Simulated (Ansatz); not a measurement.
H3BN, SMILES `B[NH+]` (excited triplet) (charge 1, multiplicity 3). This triplet is an excited state, 1.31 eV above the relaxed singlet at the level composite: frozen-core CCSD(T) with HF/cc-pVQZ and the correlation energy extrapolated as X^-3 from cc-pVTZ and cc-pVQZ, plus CCSDT(Q) minus CCSD(T) in cc-pVDZ // PBE0-D3(BJ)/def2-TZVP (Ansatz, an electronic-structure program).

These are BLYP/cc-pVTZ // PBE0-D3(BJ)/def2-TZVP in Ansatz values and carry that method's errors.

Ansatz 0.2 input:
```yaml
crystal:
  periodic: [false, false, false]
  atoms:
    - { symbol: B, position_ang: [-0.566822, -0.032796, -0.033431] }
    - { symbol: N, position_ang: [0.884615, -0.136902, 0.050528] }
    - { symbol: H, position_ang: [-0.987734, 1.09323, -0.048965] }
    - { symbol: H, position_ang: [-1.209901, -1.035568, -0.079039] }
    - { symbol: H, position_ang: [1.879843, 0.112035, 0.110907] }
basis:
  gaussian: { orbitals: cc-pVTZ }
hamiltonian:
  xc: blyp
total_charge: 1
magnetization:
  spin_polarized: true
  initial_magnetization: 2
```

Output:

```
Functional definition: BLYP
567 factors; their error is unknown
mean field evaluation 1: about -2193.1723 eV, gradient 4.9e1 eV
mean field evaluation 2: about -2169.5425 eV, gradient 7.5e1 eV
mean field evaluation 4: about -2202.2245 eV, gradient 1.0e1 eV
mean field evaluation 8: about -2202.8600 eV, gradient 1.5e-1 eV
mean field evaluation 16: about -2202.8436 eV, gradient 1.2e-4 eV
mean field -2202.84362921 eV, -80.9530102325 hartree, gradient 1.6e-5 eV, S^2 2.006171; 0 other end points of the search recorded, 0 dependent functions left out
reference -2202.84388048 eV, -80.9530194665 hartree; 8, 6 occupied and 94, 96 virtual orbitals, 567 factors
Total energy: -2202.84388048 eV, -80.9530194665 hartree
```
